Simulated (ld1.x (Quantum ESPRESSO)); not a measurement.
## gallium (Ga), ultrasoft: configuration errors across variants

```
Element                 : gallium
Generator               : ld1.x (Quantum ESPRESSO) 7.5
Type                    : ultrasoft
Functional              : revPBE
Relativity              : scalar-relativistic
Frozen core             : [Ne]
Valence charge          : 21
Reference configuration : 3s2 3p6 3d10 4s2 4p0.5 (charge +0.5)
Partial waves           : 3s (bound): rcut 0.85, rcutus 1.00 bohr; 4s (bound): rcut 0.85, rcutus 1.00 bohr; 3p (bound): rcut 0.95, rcutus 1.05 bohr; 4p (bound): rcut 0.95, rcutus 1.05 bohr; 3d (bound): rcut 0.80, rcutus 1.05 bohr; 3d channel at -0.9 Ry: rcut 0.80, rcutus 1.05 bohr
Local potential         : all-electron potential smoothed inside 1.05 bohr (lloc = -2)
Core correction         : a·sin(br)/r model core inside 0.65 bohr
Augmentation charge     : PSQ, inside the norm-conserving radii
```

All-electron excitation energies from the reference (eV): (1) 3s2 3p6 3d10 4s2 4p1 -2.001; (2) 3s2 3p6 3d10 4s2 4p0 3.621; (3) 3s2 3p6 3d10 4s1 4p0 24.602; (4) 3s2 3p6 3d10 4s1 4p2 4.512; (5) 3s2 3p6 3d10 4s0 4p0 55.662; (6) 3s1 3p6 3d10 4s2 4p1 155.748; (7) 3s2 3p6 3d10 4s2 4p1.3 -2.521.

Errors AE − PS in meV (a dash: test not solved or not reliable):

```csv
change,(1),(2),(3),(4),(5),(6),(7),bound ghosts
base,0.0,-0.4,-2.2,-0.6,-4.8,-46,0.0,none
"wave 3d channel at -0.9 Ry: rcut 0.80, rcutus 1.05 bohr becomes 3d channel at -1.54 Ry: rcut 0.80, rcutus 1.05 bohr",+0.1,-0.5,-2.8,-0.6,-6.2,-42,0.0,none
"wave 3d channel at -0.9 Ry: rcut 0.80, rcutus 1.05 bohr becomes 3d channel at -1.27 Ry: rcut 0.80, rcutus 1.05 bohr",–,-0.4,-2.5,–,-5.5,-47,+0.1,none
"wave 3d channel at -0.9 Ry: rcut 0.80, rcutus 1.05 bohr becomes 3d channel at -0.94 Ry: rcut 0.80, rcutus 1.05 bohr",0.0,-0.4,-2.3,-0.6,-4.9,-46,0.0,none
"wave 3d channel at -0.9 Ry: rcut 0.80, rcutus 1.05 bohr becomes 3d channel at 0.03 Ry: rcut 0.80, rcutus 1.05 bohr",0.0,-0.4,-2.2,-0.6,-4.8,-47,0.0,none
"wave 3d channel at -0.9 Ry: rcut 0.80, rcutus 1.05 bohr becomes 3d channel at 0.92 Ry: rcut 0.80, rcutus 1.05 bohr",0.0,-0.4,-2.3,-0.6,-5.0,-48,0.0,none
"wave 3d channel at -0.9 Ry: rcut 0.80, rcutus 1.05 bohr becomes 3d channel at 3.92 Ry: rcut 0.80, rcutus 1.05 bohr",+0.1,-0.4,-2.2,-0.5,-5.0,-60,0.0,none
```

(1) Give the same row for: wave 3d channel at -0.9 Ry: rcut 0.80, rcutus 1.05 bohr becomes 3d channel at -1.43 Ry: rcut 0.80, rcutus 1.05 bohr.

Answers

(1) +0.1, -0.5, -2.7, -0.6, -5.9, -46, 0.0; bound ghosts: none.
